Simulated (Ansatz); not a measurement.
Basis-set extrapolation for `BN(C)CF` (PBE0-D4/def2-TZVP geometry, frozen core, Ansatz 0.2.0). Multiplicity 1, RHF reference.

```
                      def2-TZVPP   def2-QZVPP
                 HF  -258.509937  -258.522021
    MP2 correlation    -0.909487    -0.976741
CCSD(T) correlation    -0.984001      not run
```

Energies in hartree. Use E(X) = E(∞) + A·exp(−7.88·√X) for Hartree–Fock and E(X) = E(∞) + B·X^(−2.97) for correlation, with X = 3 and 4, and add CCSD(T) minus MP2 of the smaller set to the MP2 limit.

Q: What is the CCSD(T) energy at the basis-set limit?

A: HF limit: -258.522021 + (-0.012084) × 0.13774 = -258.52369. MP2 limit: -0.976741 + (-0.067254) × 0.74074 = -1.02656. Higher-order term: -0.984001 − (-0.909487) = -0.07451. Total: -259.62476 hartree, 82.1 kcal/mol below CCSD(T)/def2-TZVPP.
